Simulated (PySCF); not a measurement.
AlBiH₆.
Geometry (PBE0-D3(BJ)/def2-SVP, Å), atoms numbered from 1 in this order:
```xyz
8
AlBiH6 angstrom
Al    -1.786   -0.112    0.053
Bi     1.169    0.067   -0.048
H     -1.980    0.435   -1.434
H     -1.912    0.897    1.284
H     -1.795   -1.686    0.320
H      2.184   -0.236    1.379
H      2.160   -0.951   -1.117
H      2.016    1.566   -0.489
```

Level of theory: PBE0-D3(BJ)/def2-SVP geometry optimisation, gas phase, def2 core potentials past Kr in PySCF.

Which atoms are bound to Al1, and at what distances?

4 atoms: H5 1.596 Å, H4 1.596 Å, H3 1.597 Å, Bi2 2.962 Å. The nearest atom not counted as bound is H6, at 4.19 Å (others tie with it).

List the angles at Al1.

```csv
angle,degrees,distance of the outer atoms (Å)
H4–Al1–H5,119.6,2.76
H3–Al1–H5,119.5,2.76
H3–Al1–H4,119.5,2.76
Bi2–Al1–H5,94.1,3.46
Bi2–Al1–H3,93.9,3.46
Bi2–Al1–H4,93.8,3.46
```

Describe the arrangement about Al1 in numbers.

Angles from 93.8° to 119.6°; τ4 = (360° − α − β)/141° = 0.86 with α and β the two widest (0 for a square, 1 for a tetrahedron).

Which atoms are bound to Bi2, and at what distances?

4 atoms: H8 1.778 Å, H7 1.778 Å, H6 1.778 Å, Al1 2.962 Å. The nearest atom not counted as bound is H4, at 3.46 Å (others tie with it).

List the angles at Bi2.

```tsv
angle	degrees	distance of the outer atoms (Å)
Al1–Bi2–H7	122.8	4.20
Al1–Bi2–H8	122.3	4.19
Al1–Bi2–H6	122.1	4.19
H6–Bi2–H8	94.0	2.60
H7–Bi2–H8	93.9	2.60
H6–Bi2–H7	93.8	2.60
```

Describe the arrangement about Bi2 in numbers.

Angles from 93.8° to 122.8°; τ4 = (360° − α − β)/141° = 0.81 with α and β the two widest (0 for a square, 1 for a tetrahedron).

Point group: near C3v, missed by 0.18 Å at most; the miss may be what the optimiser left on a soft mode (C3 holds within 0.08 Å). Charge 0, singlet. Not checked by PBE0-D3(BJ)/def2-SVP frequencies.
